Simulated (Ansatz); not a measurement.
Ansatz (a program for electronic structure) job for C₃H₈O₂Si, SMILES C[C@H]1OC[Si@@H]1O, PBE-D3(BJ)/def2-SVP. 

Ansatz 0.2 input:
```yaml
crystal:
  periodic: [false, false, false]
  atoms:
    - {symbol: C, position_ang: [2.16087796, 0.61737906, 0.62605816]}
    - {symbol: C, position_ang: [0.98454151, 0.29028990, -0.27084766]}
    - {symbol: O, position_ang: [0.93329140, -1.13347312, -0.56919574]}
    - {symbol: C, position_ang: [-0.47774410, -1.44157741, -0.61882415]}
    - {symbol: Si, position_ang: [-0.80139189, 0.14054502, 0.38773757]}
    - {symbol: O, position_ang: [-2.01824662, 1.22194472, 0.02924860]}
    - {symbol: H, position_ang: [2.20421997, 1.70100244, 0.82191795]}
    - {symbol: H, position_ang: [2.08626089, 0.09149817, 1.59091459]}
    - {symbol: H, position_ang: [3.10945055, 0.31778545, 0.15055987]}
    - {symbol: H, position_ang: [1.05942697, 0.86870992, -1.21609346]}
    - {symbol: H, position_ang: [-0.86295113, -1.44349777, -1.65883839]}
    - {symbol: H, position_ang: [-0.67354982, -2.43380765, -0.18064650]}
    - {symbol: H, position_ang: [-0.89478065, -0.05171117, 1.85832982]}
    - {symbol: H, position_ang: [-2.13500068, 1.47806833, -0.89321066]}
basis:
  gaussian:
    orbitals: def2-SVP
hamiltonian:
  xc: pbe
  dispersion: d3bj
relax: {f_tol: 0.002, max_steps: 200}
```

Program output:

```
WARN ansatz: RAYON_NUM_THREADS=1 ignored (pool sized by the plan → 1); use --threads N
Functional definition: PBE
integrals: 0.07 GiB planned
1420 factors; their error is unknown
mean field: 0.41 GiB planned
mean field evaluation 1: about -15178.2603 eV, gradient 8.0e1 eV
mean field evaluation 2: about -15151.7068 eV, gradient 1.3e2 eV
mean field evaluation 4: about -15192.2289 eV, gradient 9.9e0 eV
mean field evaluation 8: about -15192.4250 eV, gradient 3.0e-1 eV
mean field evaluation 16: about -15192.3444 eV, gradient 5.1e-4 eV
mean field -15192.34440845 eV, -558.3083592696 hartree, gradient 2.1e-5 eV, S^2 0.000000; 0 other end points of the search recorded, 0 dependent functions left out
the calculation of the forces begins
reference -15192.34444359 eV, -558.3083605609 hartree; 28, 28 occupied and 100, 100 virtual orbitals, 1420 factors
relax step   1: F+E_penalty+E_count = -15192.64658218 eV  Δ(F+E_penalty+E_count) = +0.000e0 eV  max|allowed force component| = 3.816e-1 eV/Å  Δτ_max = 0.0000 Å  (30 SCF iters, accepted)
these checks for a lower state are left out or cut short: starts, cluster_reference, orbital_swaps, neighbouring_geometries, increment
integrals: 0.07 GiB planned
1420 factors; their error is unknown
mean field: 0.41 GiB planned
mean field -15192.35993140 eV, -558.3089297276 hartree, gradient 1.9e-5 eV, S^2 0.000000; 0 other end points of the search recorded, 0 dependent functions left out
the calculation of the forces begins
reference -15192.35996667 eV, -558.3089310235 hartree; 28, 28 occupied and 100, 100 virtual orbitals, 1420 factors
relax step   2: F+E_penalty+E_count = -15192.66115239 eV  Δ(F+E_penalty+E_count) = -1.457e-2 eV  max|allowed force component| = 2.037e-1 eV/Å  Δτ_max = 0.0144 Å  (31 SCF iters, accepted)
these checks for a lower state are left out or cut short: starts, cluster_reference, orbital_swaps, neighbouring_geometries, increment
integrals: 0.07 GiB planned
1420 factors; their error is unknown
mean field: 0.41 GiB planned
mean field evaluation 32: about -15192.3647 eV, gradient 1.4e-3 eV
mean field -15192.36466646 eV, -558.3091037379 hartree, gradient 1.9e-5 eV, S^2 0.000000; 0 other end points of the search recorded, 0 dependent functions left out
the calculation of the forces begins
reference -15192.36470184 eV, -558.3091050380 hartree; 28, 28 occupied and 100, 100 virtual orbitals, 1420 factors
relax step   3: F+E_penalty+E_count = -15192.66509857 eV  Δ(F+E_penalty+E_count) = -3.946e-3 eV  max|allowed force component| = 6.660e-2 eV/Å  Δτ_max = 0.0212 Å  (31 SCF iters, accepted)
these checks for a lower state are left out or cut short: starts, cluster_reference, orbital_swaps, neighbouring_geometries, increment
integrals: 0.07 GiB planned
1420 factors; their error is unknown
mean field: 0.41 GiB planned
mean field -15192.36604770 eV, -558.3091544973 hartree, gradient 2.4e-5 eV, S^2 0.000000; 0 other end points of the search recorded, 0 dependent functions left out
the calculation of the forces begins
reference -15192.36608323 eV, -558.3091558030 hartree; 28, 28 occupied and 100, 100 virtual orbitals, 1420 factors
relax step   4: F+E_penalty+E_count = -15192.66656698 eV  Δ(F+E_penalty+E_count) = -1.468e-3 eV  max|allowed force component| = 1.435e-1 eV/Å  Δτ_max = 0.0828 Å  (30 SCF iters, accepted)
these checks for a lower state are left out or cut short: starts, cluster_reference, orbital_swaps, neighbouring_geometries, increment
integrals: 0.07 GiB planned
1420 factors; their error is unknown
mean field: 0.41 GiB planned
mean field -15192.36846638 eV, -558.3092433822 hartree, gradient 1.8e-5 eV, S^2 0.000000; 0 other end points of the search recorded, 0 dependent functions left out
the calculation of the forces begins
reference -15192.36850185 eV, -558.3092446859 hartree; 28, 28 occupied and 100, 100 virtual orbitals, 1420 factors
relax step   5: F+E_penalty+E_count = -15192.66903559 eV  Δ(F+E_penalty+E_count) = -2.469e-3 eV  max|allowed force component| = 3.476e-2 eV/Å  Δτ_max = 0.0251 Å  (31 SCF iters, accepted)
these checks for a lower state are left out or cut short: starts, cluster_reference, orbital_swaps, neighbouring_geometries, increment
integrals: 0.07 GiB planned
1420 factors; their error is unknown
mean field: 0.41 GiB planned
mean field -15192.36890401 eV, -558.3092594650 hartree, gradient 1.8e-5 eV, S^2 0.000000; 0 other end points of the search recorded, 0 dependent functions left out
the calculation of the forces begins
reference -15192.36893948 eV, -558.3092607684 hartree; 28, 28 occupied and 100, 100 virtual orbitals, 1420 factors
relax step   6: F+E_penalty+E_count = -15192.66939597 eV  Δ(F+E_penalty+E_count) = -3.604e-4 eV  max|allowed force component| = 2.349e-2 eV/Å  Δτ_max = 0.0096 Å  (32 SCF iters, accepted)
these checks for a lower state are left out or cut short: starts, cluster_reference, orbital_swaps, neighbouring_geometries, increment
integrals: 0.07 GiB planned
1420 factors; their error is unknown
mean field: 0.41 GiB planned
mean field -15192.36915396 eV, -558.3092686505 hartree, gradient 1.8e-5 eV, S^2 0.000000; 0 other end points of the search recorded, 0 dependent functions left out
the calculation of the forces begins
reference -15192.36918944 eV, -558.3092699543 hartree; 28, 28 occupied and 100, 100 virtual orbitals, 1420 factors
relax step   7: F+E_penalty+E_count = -15192.66960872 eV  Δ(F+E_penalty+E_count) = -2.127e-4 eV  max|allowed force component| = 1.403e-2 eV/Å  Δτ_max = 0.0182 Å  (31 SCF iters, accepted)
these checks for a lower state are left out or cut short: starts, cluster_reference, orbital_swaps, neighbouring_geometries, increment
integrals: 0.07 GiB planned
1420 factors; their error is unknown
mean field: 0.41 GiB planned
mean field evaluation 64: about -15192.4500 eV, gradient 9.9e-4 eV
mean field -15192.36926112 eV, -558.3092725885 hartree, gradient 1.8e-5 eV, S^2 0.000000; 0 other end points of the search recorded, 0 dependent functions left out
the calculation of the forces begins
reference -15192.36929661 eV, -558.3092738928 hartree; 28, 28 occupied and 100, 100 virtual orbitals, 1420 factors
relax step   8: F+E_penalty+E_count = -15192.66965999 eV  Δ(F+E_penalty+E_count) = -5.127e-5 eV  max|allowed force component| = 9.043e-3 eV/Å  Δτ_max = 0.0090 Å  (32 SCF iters, accepted)
these checks for a lower state are left out or cut short: starts, cluster_reference, orbital_swaps, neighbouring_geometries, increment
integrals: 0.07 GiB planned
1420 factors; their error is unknown
mean field: 0.41 GiB planned
mean field -15192.36928550 eV, -558.3092734842 hartree, gradient 1.7e-5 eV, S^2 0.000000; 0 other end points of the search recorded, 0 dependent functions left out
the calculation of the forces begins
reference -15192.36932099 eV, -558.3092747886 hartree; 28, 28 occupied and 100, 100 virtual orbitals, 1420 factors
relax step   9: F+E_penalty+E_count = -15192.66967055 eV  Δ(F+E_penalty+E_count) = -1.056e-5 eV  max|allowed force component| = 4.642e-3 eV/Å  Δτ_max = 0.0033 Å  (24 SCF iters, accepted)
these checks for a lower state are left out or cut short: starts, cluster_reference, orbital_swaps, neighbouring_geometries, increment
integrals: 0.07 GiB planned
1420 factors; their error is unknown
mean field: 0.41 GiB planned
mean field -15192.36930785 eV, -558.3092743058 hartree, gradient 1.1e-5 eV, S^2 0.000000; 0 other end points of the search recorded, 0 dependent functions left out
the calculation of the forces begins
reference -15192.36934335 eV, -558.3092756103 hartree; 28, 28 occupied and 100, 100 virtual orbitals, 1420 factors
relax step  10: F+E_penalty+E_count = -15192.66967973 eV  Δ(F+E_penalty+E_count) = -9.174e-6 eV  max|allowed force component| = 4.406e-3 eV/Å  Δτ_max = 0.0025 Å  (24 SCF iters, accepted)
these checks for a lower state are left out or cut short: starts, cluster_reference, orbital_swaps, neighbouring_geometries, increment
integrals: 0.07 GiB planned
1420 factors; their error is unknown
mean field: 0.41 GiB planned
mean field -15192.36929720 eV, -558.3092739144 hartree, gradient 8.3e-5 eV, S^2 0.000000; 0 other end points of the search recorded, 0 dependent functions left out
the calculation of the forces begins
reference -15192.36933270 eV, -558.3092752188 hartree; 28, 28 occupied and 100, 100 virtual orbitals, 1420 factors
relax step  11: F+E_penalty+E_count = -15192.66968089 eV  Δ(F+E_penalty+E_count) = -1.167e-6 eV  max|allowed force component| = 1.885e-3 eV/Å  Δτ_max = 0.0008 Å  (21 SCF iters, accepted)
integrals: 0.07 GiB planned
1420 factors; their error is unknown
mean field: 0.41 GiB planned
mean field evaluation 96: about -15192.4501 eV, gradient 9.3e-2 eV
mean field -15192.36929720 eV, -558.3092739144 hartree, gradient 8.3e-5 eV, S^2 0.000000; 1 other end points of the search recorded, 0 dependent functions left out
the calculation of the forces begins
reference -15192.36933270 eV, -558.3092752188 hartree; 28, 28 occupied and 100, 100 virtual orbitals, 1420 factors
Total energy: -15192.66971639 eV, -558.3203141158 hartree
Atom 0 at     2.161792     0.649653     0.619826 Å, force     0.000460     0.000029    -0.000137 eV/Å
Atom 1 at     0.994466     0.260035    -0.263254 Å, force     0.000290    -0.000051     0.000179 eV/Å
Atom 2 at     0.925573    -1.192267    -0.436169 Å, force    -0.001142     0.000404     0.000150 eV/Å
Atom 3 at    -0.488105    -1.446355    -0.649348 Å, force    -0.000180    -0.000101     0.000576 eV/Å
Atom 4 at    -0.810117     0.133794     0.371948 Å, force     0.000882    -0.001135    -0.001885 eV/Å
Atom 5 at    -2.043743     1.245538     0.102497 Å, force    -0.000893     0.000793     0.000233 eV/Å
Atom 6 at     2.214446     1.752641     0.721524 Å, force    -0.000065     0.000168     0.000085 eV/Å
Atom 7 at     2.068647     0.208375     1.632589 Å, force    -0.000102    -0.000127     0.000134 eV/Å
Atom 8 at     3.121719     0.302178     0.183355 Å, force     0.000202     0.000029    -0.000073 eV/Å
Atom 9 at     1.083207     0.757440    -1.262922 Å, force    -0.000096     0.000124     0.000292 eV/Å
Atom 10 at    -0.764339    -1.402484    -1.731951 Å, force    -0.000081     0.000137     0.000297 eV/Å
Atom 11 at    -0.762071    -2.447632    -0.257856 Å, force     0.000400    -0.000064    -0.000062 eV/Å
Atom 12 at    -0.865079    -0.124935     1.848276 Å, force     0.000074    -0.000077     0.000200 eV/Å
Atom 13 at    -2.161992     1.527173    -0.821406 Å, force     0.000251    -0.000131     0.000011 eV/Å
Dipole moment:    -0.127887     0.220304    -0.282532 e Å
```

The calculation finished and met its thresholds.
